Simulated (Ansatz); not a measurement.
Coupled-cluster diagnostics for the cluster Ge2O⁺ (the lowest doublet isomer of a short search), Ansatz.

Geometry of the doublet (PBE0-D4/def2-TZVP):

Cartesian coordinates in Å:
```
Ge -0.6552 -1.4447 -0.7540
Ge 0.6549 1.4448 0.7540
O 0.0003 -0.0001 0.0000
```

Correlated methods freeze 19 core orbitals; core or outer-core shells of Ge are correlated, in sets that lack core-valence functions. In CCSD on the charge 1 doublet the largest single amplitude is 0.30, so its Hartree–Fock determinant may place the open shell otherwise than the density functionals do. The structure comes from a short search, and lower isomers may exist.

Geometry of the charge 1 quartet (PBE0-D4/def2-TZVP):

```
atom   x (Å)   y (Å)   z (Å)
 Ge1   1.311   0.012  -1.140
 Ge2  -1.320  -0.012   1.148
  O3   0.010   0.000  -0.009
```

Task: Estimate the CCSD(T) correlation energy, the shares of MP2 and (T), T1 and the reference's ⟨S²⟩ for: charge 1, doublet, own geometry in def2-TZVPP; charge 1, quartet, own geometry in def2-TZVPP; and the rough time on 4 threads of Arm Neoverse V2 on a shared host.

Result: 
```tsv
state	basis	correlation (eV)	MP2 share (%)	(T) share (%)	T1	⟨S²⟩ (pure)	wall time
charge 1, doublet, own geometry	def2-TZVPP	-18.198	95.4	4.5	0.040	0.78 (0.75)	16 s
charge 1, quartet, own geometry	def2-TZVPP	-17.120	95.8	4.5	0.035	3.75 (3.75)	15 s
```
Customary marks for T1 are 0.02 (closed shells), 0.045 (open shells) and about 0.05 (3d metals). T1 exceeds 0.02 in 2 of 2 rows and 0.045 in 0; the higher it lies, the less the single-reference result can be trusted.
